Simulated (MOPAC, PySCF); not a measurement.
F₃In, SMILES `[F][In]([F])[F]`, neutral singlet in the gas phase. 

Cartesian coordinates (Å):
```xyz
4

F     -1.4474    -1.2844     0.0063
In    -0.0002    -0.0001     0.0000
F     -0.3881     1.8953    -0.0238
F      1.8357    -0.6108     0.0175
```
Charge 0, spin multiplicity 1.

All levels are single points at this geometry (PBE0-D4/def2-SVP); Pople sets use spherical d functions. Orbital energies aren't observables, and empty levels follow the basis.

M06-2X/6-31G* (LANL2DZ on In) in PySCF gives HOMO (eV) = -12.50.

Question: Estimate the HOMO (eV) from each of these levels: PBE-D3(BJ)/def2-TZVP in PySCF; PBE0-D4/def2-TZVP in PySCF; B3LYP/6-31G* (LANL2DZ on In) in PySCF; BP86/6-31G* (LANL2DZ on In) in PySCF; AM1 in MOPAC; PM3 in MOPAC; PM6 in MOPAC; PM7 in MOPAC.

Answer: 
```
level                                  HOMO (eV)
-------------------------------------  ---------
PBE-D3(BJ)/def2-TZVP in PySCF              -9.19
PBE0-D4/def2-TZVP in PySCF                -11.15
B3LYP/6-31G* (LANL2DZ on In) in PySCF     -10.03
BP86/6-31G* (LANL2DZ on In) in PySCF       -8.41
AM1 in MOPAC                              -13.14
PM3 in MOPAC                              -15.81
PM6 in MOPAC                              -14.52
PM7 in MOPAC                              -14.12
```
